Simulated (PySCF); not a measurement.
## P (phosphorus, neutral) across methods

[Ne] 3s1 3p4, high-spin 4P determinant (an excited configuration). All numbers are calculated (PySCF 2.14, the spin-free X2C one-electron Hamiltonian (Gaussian nucleus), in x2c-QZVPPall with one added diffuse shell each of s, p, d, f type (10s7p5d3f1g, 86 functions)). The B2PLYP total includes its PT2 part (frozen core); its orbital energies are those of the SCF part.

| method | E (hartree) | mean ε 3s α (eV) | mean ε 3p α (eV) | mean ε 3p β (eV) | Σ⟨r²⟩ (bohr²) | ⟨S²⟩ |
| --- | --- | --- | --- | --- | --- | --- |
| UHF | -341.24410 | -24.488 | -11.879 | -6.472 | 32.93 | 3.798 |
| wB97X-V | -341.7323 | -20.794 | -10.510 | -7.648 | 31.88 | 3.760 |
| B2PLYP | -341.6803 | -20.233 | -9.402 | -6.043 | 32.16 | 3.767 |
| PBE | -341.6485 | -15.753 | -6.966 | -4.767 | 31.91 | 3.757 |
| PBE0 | -341.6732 | -18.020 | -8.278 | -5.531 | 31.79 | 3.760 |
| LDA | -340.5211 | -15.738 | -7.004 | -4.742 | 32.08 | 3.758 |
| r2SCAN | -341.7907 | -16.761 | -7.448 | -4.763 | 31.85 | 3.768 |
| B3LYP | -341.8199 | -17.444 | -7.873 | -5.506 | 31.96 | 3.759 |

Question: Estimate the same row for LC-wPBE.

Answer: E (hartree) = -341.6959; mean ε 3s α (eV) = -21.498; mean ε 3p α (eV) = -11.053; mean ε 3p β (eV) = -7.922; Σ⟨r²⟩ (bohr²) = 31.45; ⟨S²⟩ = 3.759.
